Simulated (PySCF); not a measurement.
Excitations are Tamm–Dancoff values on a coarser integration grid. The basis has no diffuse functions, so Rydberg states are missing or too high.

**F3Ga, SMILES `[F][Ga]([F])[F]` (charge 0, multiplicity 1)**

Computed with PBE-D3(BJ)/def2-TZVP // PBE0-D4/def2-TZVP (PySCF 2.14.0).

- HOMO: -9.66 eV
- dipole moment: 0.00 D
- HOMO–LUMO gap: 6.29 eV
- LUMO: -3.36 eV
- S1 excitation (TDA): 6.43 eV
- S1 oscillator strength: 0.000
- T1 excitation (TDA): 6.11 eV
- S1–T1 gap (TDA): 0.33 eV
- total energy: -2224.0694 Ha
- cost: roughly 80 core-seconds

```xyz
4

F      1.5042    -0.8347     0.1152
Ga     0.0001     0.0000     0.0002
F     -1.4719    -0.8891    -0.1221
F     -0.0324     1.7238     0.0066
```
Charge 0, spin multiplicity 1.
